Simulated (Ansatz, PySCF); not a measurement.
This triplet is an excited state, 2.01 eV above the relaxed singlet at the level B3LYP/cc-pVTZ // PBE0-D3(BJ)/def2-TZVP (Ansatz, a first-principles code).

Cartesian coordinates (Å):
```xyz
5

N      2.4616    -0.3164     0.1208
C      1.3798     0.0511    -0.0795
Si    -0.2592     0.6937    -0.4718
O     -1.5370     0.1498     0.3994
H     -2.0452    -0.5781     0.0311
```
Charge 0, spin multiplicity 3.

**Question.** Predict the total energy, dipole moment and highest occupied spin orbital from PBE0-D3(BJ)/def2-TZVP (PySCF).

**Answer.** 
```
Property                              Value
-----------------------------  ------------
total energy                   -457.8712 Ha
dipole moment                        4.15 D
highest occupied spin orbital      -5.96 eV
```
